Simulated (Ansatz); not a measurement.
Basis-set series for BrFSi (`F[Si]Br`). Charge 0, multiplicity 1. All single points use the PBE0-D4/def2-TZVP geometry.

```json
{"functional": "PBE0-D4", "basis": "def2-SVP", "functions": "64", "energy (Eh)": "-2962.56369", "HOMO (eV)": "-7.76", "LUMO (eV)": "-2.60"}
{"functional": "PBE0-D4", "basis": "def2-TZVPP", "functions": "121", "energy (Eh)": "-2963.10998", "HOMO (eV)": "-7.84", "LUMO (eV)": "-2.66"}
{"functional": "ωB97M-V", "basis": "def2-SVP", "functions": "64", "energy (Eh)": "-2962.89942", "HOMO (eV)": "-9.78", "LUMO (eV)": "-0.48"}
{"functional": "ωB97M-V", "basis": "def2-TZVPP", "functions": "121", "energy (Eh)": "-2963.44628", "HOMO (eV)": "-9.88", "LUMO (eV)": "-0.63"}
```

Task: Give the rows for def2-QZVPP. (Estimate.)

Result: Ansatz gave: 
```csv
functional,basis,functions,energy (Eh),HOMO (eV),LUMO (eV)
PBE0-D4,def2-QZVPP,216,-2963.17819,-7.86,-2.70
ωB97M-V,def2-QZVPP,216,-2963.51165,-9.92,-0.70
```

Scalar relativity is left out up to krypton.
